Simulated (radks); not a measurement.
Question: The mean radii <r> (bohr) of the occupied orbitals of an atom or ion are listed with their occupations. All-electron calculation, scalar-relativistic Kohn-Sham, PBE, spin-polarised, spherical densities, point nucleus. Program: a radial shooting solver on a logarithmic mesh with Libxc functionals.

orbital  occ.      <r>
1s up       1  0.01773
1s down     1  0.01773
2s up       1  0.07489
2s down     1  0.07489
2p up       3  0.06728
2p down     3  0.06728
3s up       1   0.1939
3s down     1   0.1939
3p up       3   0.1945
3p down     3   0.1945
3d up       5   0.1762
3d down     5   0.1762
4s up       1   0.4318
4s down     1   0.4318
4p up       3   0.4594
4p down     3   0.4594
4d up       5   0.4891
4d down     5   0.4889
5s up       1    1.009
5s down     1    1.003
4f up       7   0.5580
5p up       3    1.174
4f down     7   0.5551
5p down     3    1.164
5d up       5    1.746
6s up       1    2.729
5d down     1    1.769

Name the element and its charge. Open shells, if any, are filled with parallel spins first.

Answer: Z = 76, osmium, charge +1: Os+ in [Xe] 4f14 5d6 6s1. The 1s radius gives Z: for a bare nucleus <r> = (2 gamma + 1)/(2Z) with gamma = sqrt(1 - (Z/c)^2), 0.01753 bohr for Z = 76, and screening makes it slightly larger (0.01773 here). The occupations add up to 75, and the charge is Z minus that.
